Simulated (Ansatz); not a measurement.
## Worked example: C2H6FIn + C3H8O2 → C2H7InO + C3H7FO

Species: C2H6FIn `C[CH2][InH][F]`, singlet; C3H8O2 (1,2-propanediol) `CC(O)CO`, singlet; C2H7InO `C[CH2][InH][OH]`, singlet; C3H7FO `CC(O)CF`, singlet. The partners trade F for OH: In–F and C–OH bonds give way to In–OH and C–F.

Shapes, held fixed at every level: PBE0-D4/def2-TZVP. Flexible molecules stand in one conformer, not always the lowest. Programs: Ansatz 0.2.0. Electronic energies: no zero-point or thermal term.

At CCSD(T)/def2-TZVPP; 1 Eh = 2625.50 kJ/mol:

| species | energy (Eh) |
| --- | --- |
| C2H6FIn | -368.918688 |
| C3H8O2 | -269.174039 |
| C2H7InO | -344.896165 |
| C3H7FO | -293.180650 |

**Question.** Work out ΔE of the reaction at this level.

**Answer.** 
1. Products less reactants: (-344.896165) + (-293.180650) − [(-368.918688) + (-269.174039)] = 0.015912 Eh = +41.8 kJ/mol.

Other levels give +43.7 (MP2/def2-TZVPP) to +46.8 kJ/mol (PBE0-D4/def2-TZVPP). No measured value is set beside it here. For atoms past krypton def2 sets carry core potentials with scalar relativity. Correlated rows may include outer-core shells of In, which these sets cover unevenly.
